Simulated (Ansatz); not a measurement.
Reaction (ligand exchange at the In–N bond): `[NH2][In]([SH])[O][SiH3]` + HBr → `[SiH3][O][In]([SH])[Br]` + NH₃

Program: Ansatz. Geometries: PBE0-D4/def2-TZVP. ΔE: electronic, gas phase. CBS: MP2 limit from def2 TZ/QZ plus the TZ coupled-cluster correction, frozen cores. This one scheme is used for every species. DFT in def2-TZVPP. Elements past krypton have def2 core potentials. For Br, In outer-core shells are correlated without core-valence functions, which leaves a few kJ/mol of doubt a bond. Scalar relativity is left out up to krypton. Each species was taken in one conformer, which may not be the lowest.

```csv
species,B2PLYP energy (Eh)
`[NH2][In]([SH])[O][SiH3]`,-1011.03508
HBr,-2574.37376
`[SiH3][O][In]([SH])[Br]`,-3528.91961
NH₃,-56.53655
```

(1) Work out ΔE.

Largest T1 diagnostic among the species: 0.015.

Results:

(1) ΔE = (-3528.91961) + (-56.53655) − (-1011.03508) − (-2574.37376) = -0.04732 Eh = -29.7 kcal/mol. CCSD(T)/CBS gives -29.4 kcal/mol.

In def2-TZVPP, CCSD(T) changes the Hartree–Fock value by +5.9 kcal/mol (the triples alone add +0.5 kcal/mol) and MP2 by +5.4 kcal/mol. From PBE to PBE0 (25 % exact exchange), in def2-TZVPP and without D4, ΔE moves by −1.6 kcal/mol.
